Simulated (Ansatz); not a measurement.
System: InCl, charge 0, triplet. This triplet is an excited state, 3.2 eV above the singlet at CCSD(T)/def2-QZVPP (Ansatz, a first-principles code). InCl (SMILES [Cl][In], triplet).
B3LYP-D3(BJ)/def2-TZVP minimum from Ansatz:
```
In
Cl 1 2.4026
```
Charge 0, spin multiplicity 3.

Total energies in def2-TZVPP, 10 correlated electrons, 14 frozen orbitals. UHF or UKS for unpaired electrons; spin-orbit terms are left out. Correlated methods leave the cores frozen (noble-gas shells, and filled d and f shells in the p block). Past Kr the def2 sets carry scalar-relativistic core potentials. Spin-orbit terms, left out, reach several kcal/mol for Br and I, and more for heavier atoms. The spin of ClIn ([Cl][In], triplet) was assumed, and the state is the lowest solution found for it.

```tsv
method	program	energy (Eh)	minus CCSDT(Q) (mEh)
HF	Ansatz	-648.71706	246.23
MP2	Ansatz	-648.93167	31.62
CCSD	Ansatz	-648.95176	11.53
CCSD(T)	Ansatz	-648.96197	1.32
CCSDT(Q)	Ansatz	-648.96329	0.00
```

Rough core times of Ansatz's runs on a shared machine: CCSD(T) 40 s, CCSDT(Q) 5 min.
